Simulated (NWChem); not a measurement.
# C2H7BO; SMILES CBOC

```xyz
11

B     -0.4298     0.5332     0.0018
H     -1.6321     0.3235     0.0034
C      0.1561     1.9848     0.0029
H     -0.2122     2.5396     0.8830
H     -0.2160     2.5435    -0.8732
H      1.2554     2.0105     0.0007
O      0.4043    -0.5252    -0.0002
C     -0.0385    -1.8567    -0.0013
H      0.3457    -2.3708    -0.8962
H      0.3560    -2.3754     0.8865
H     -1.1394    -1.9212     0.0048
```
Atoms are numbered in this order, from 1.

Computed with NWChem. Pople sets run with spherical d functions. STO-3G and 3-21G are far too small for this property and stand as cheap habits. The geometry was optimised at PBE0/def2-SVP. GIAO values for the isolated, static molecule; σ is the absolute isotropic shielding, δ = σ(reference) − σ with the isolated reference molecule computed at the same levels (11B: boron trifluoride, 13C: tetramethylsilane, 1H: tetramethylsilane, 17O: water).

Task: Order these runs by computing time, cheapest first, and give rough ratios: BHandHLYP/pcSseg-1; Hartree-Fock/6-31G*; Hartree-Fock/STO-3G.

Result: Hartree-Fock/STO-3G (1), Hartree-Fock/6-31G* (6), BHandHLYP/pcSseg-1 (30). Ratios are rough, from one shared machine; the cheapest took very roughly 2.1 core-seconds. What differs between the cheapest and the dearest: δ B1 (ppm) 38.2 → 39.3; δ H2 (ppm) 4.36 → 4.95; δ C3 (ppm) 9.4 → 7.2; δ H4 (rotor mean) (ppm) 0.74 → 0.43.
